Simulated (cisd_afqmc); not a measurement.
Input (AFQMC/CISD/cc-pV(D+d)Z; cisd_afqmc is a phaseless AFQMC code with CISD trial states that reads the integrals written by Ansatz): A basis named .json is the Basis Set Exchange file of that set.

Ansatz 0.2 input:
```python
import cisd_afqmc

open("ham.yaml", "w").write("""\
crystal:
  periodic: [false, false, false]
  atoms:
    - {symbol: Al, position_ang: [-0.09986280, -0.13040329, 0.16035459]}
    - {symbol: H, position_ang: [1.29902809, 0.23450594, 0.81841256]}
    - {symbol: H, position_ang: [-0.16868356, 1.06853116, -1.28130801]}
    - {symbol: H, position_ang: [0.16787192, 0.39220571, -1.62171419]}
basis:
  gaussian:
    orbitals: cc-pV_D+d_Z.json
magnetization: {spin_polarized: true, initial_magnetization: 2}
correlation: {method: ccsd, electrons: outside_noble_gas, hamiltonian_folder: ham}
""")
rep = cisd_afqmc.ansatz("ham.yaml")
e_ccsd = rep["correlation"]["coupled_cluster"]["energy"]["hartree"]
out = cisd_afqmc.run("ham", e_ccsd, trial="CISD", walkers=200, populations=8, threads=8, dt=0.005, steps=40, early=24, settle=10, least=32,
    cut=5e-5, rank_cut=2e-4, target=0.0004, seconds=1500, seed=1, memory=17280, gpu=False)
```

Output:

```
orbitals 33, occupied [4, 2], factors 169 of 377, rank of the doubles 77 of 178
E(HF) = -243.542060
E(CCSD) on the cut factors = -243.632989, shift to the whole factors -0.000013
Energy of the trial state on the determinant = -243.632932
  tau behind 7.2 of longer steps, mean of the populations' last blocks
   2.0  -243.63526
   4.0  -243.63506
   6.0  -243.63520
   8.0  -243.63527
blocks 325 (3 outliers left out), error by blocks joined: 1: 0.00003, 2: 0.00004, 4: 0.00005, 8: 0.00006, 16: 0.00007
E(AFQMC/CISD) = -243.63516 +/- 0.00007
```

This triplet is an excited state, 2.9 eV above the singlet at CCSD(T)/cc-pV(5+d)Z (Ansatz).
